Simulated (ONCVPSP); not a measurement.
**What one change does to a pseudopotential (Rb, ONCV)**

* Element: rubidium
* Generator: ONCVPSP 4.0.1
* Type: optimised norm-conserving Vanderbilt (ONCV)
* Functional: PBE
* Relativity: scalar-relativistic
* Frozen core: [Ar] 3d10
* Valence charge: 9
* Reference configuration: 4s2 4p6 5s1
* Partial waves: 4s+5s: rc 2.35 bohr, ncon 4, nbas 8, qcut 6.7 1/bohr, 2 projectors; 4p: rc 1.75 bohr, ncon 3, nbas 7, qcut 5.5 1/bohr, 2 projectors, debl 0.7 Ha; d scattering state at 0.02 Ha: rc 2.10 bohr, ncon 5, nbas 10, qcut 4.6 1/bohr, 2 projectors, debl 3.2 Ha
* Local potential: polynomial inside 1.40 bohr (lpopt 3, dvloc0 0 Ha)
* Core correction: Teter function, fcfact 3.75, rcfact 1.15

Change: core correction Teter function, fcfact 3.75, rcfact 2.06.

Cutoffs: the cutoffs (Ha) at which the residual kinetic energy of the hardest occupied pseudo-wave falls to 1 and 0.1 mHa per electron; they do not see the model core or the augmentation charge, which bear on the density cutoff. Errors are all-electron minus pseudo energies relative to the spin-unpolarised reference configuration.

Problem. How do hardness, ghosts and transferability respond?

Solution. The potential gets neither clearly harder nor softer (11 Ha and 15 Ha → 11 Ha and 15 Ha); of the 4 tests that both files solve, the error grows in 4 and shrinks in 0 by more than 15 % and 0.3 meV (median size 0.1 → 4.0 meV); neither file shows a bound ghost. A model core, the more so a compact one, raises the density cutoff, which this test does not measure.

```csv
quantity,base,changed
"cutoff, loose",11 Ha,11 Ha
"cutoff, tight",15 Ha,15 Ha
bound ghosts,none,none
GHOST(+) flags under 300 eV,s at 159.5 eV,s at 159.5 eV
"error for 4s2 4p6 5s0, meV [ΔE 4.15 eV]",-0.2,-5.0
"error for 4s2 4p6 5s0.5, meV [ΔE 1.58 eV]",-0.1,-0.7
"error for 4s2 4p6 5s0 5p1, meV [ΔE 1.52 eV]",-0.1,-3.0
"error for 4s2 4p5 5s1, meV [ΔE 21.14 eV]",-6.0,-62
s: phases at 2.39 bohr within 0.05 rad from the reference energy up to (Ha; the scan ends near 5),4.4,4.4
p: phases at 1.77 bohr within 0.05 rad from the reference energy up to (Ha; the scan ends near 5),3.6,3.6
d: phases at 2.13 bohr within 0.05 rad from the reference energy up to (Ha; the scan ends near 5),to the end of the scan,to the end of the scan
"rms error of d²Exc/dni dnj with the model core, mHa",0.43,6.24
```
